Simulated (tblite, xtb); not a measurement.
C$_{2}$H$_{9}$AlO$_{4}$Si, charge -1, doublet, geometry from GFN2-xTB (such geometries of metal compounds can be far from the true shape) (a state made from the parent by changing its charge; the spin is typed, not shown lowest). Base run: GFN1-xTB in xtb.

Geometry (Å):
```xyz
17

Al     0.2961     1.3407     1.4869
C      0.9900     2.7908     0.1252
H      2.0239     2.5940    -0.1947
H      1.0082     3.7887     0.5832
H      0.4075     2.9001    -0.8019
C     -1.7429     1.7958     1.7398
H     -2.3262     1.9578     0.8212
H     -1.8566     2.7157     2.3289
H     -2.2799     1.0174     2.3006
O      0.3015    -0.1603     0.5187
Si     0.0918    -1.1781    -0.6816
O      0.8938    -2.6021    -0.5103
O      0.6537    -0.5861    -2.1060
O     -1.4921    -1.6103    -0.8494
H      0.5783    -3.1381     0.2102
H      1.0587     0.2698    -1.9924
H     -2.0866    -0.8905    -0.6556
```
Charge -1, spin multiplicity 2.
All else is at xtb's defaults.
Base energy -31.50943 Eh.

Programs used: tblite, xtb; a row that names a program was run with it.

The base run was repeated with changes; each row names its change, and settings that it needs were set with it.

| change | ΔE vs base (mEh) | SCF cycles |
|---|---|---|
| base | 0.000 | 11 |
| acc = 0.1 | 0.000 | 12 |
| alpb = ether | -68.896 | 10 |
| program = tblite; method = gfn1; option = (--guess, eeq) | 0.000 | - |
| etemp = 3000 | -0.206 | 11 |
| acc = 0.0001 | 0.000 | 17 |
| program = tblite; method = gfn1 | 0.000 | - |
| file = coord | 0.000 | 11 |
| etemp = 10000 | -28.563 | 11 |
| acc = 1000 | 0.000 | 7 |

ALPB and GBSA are two models with their own fitted parameters for each solvent, which aren't always the measured dielectric constant.
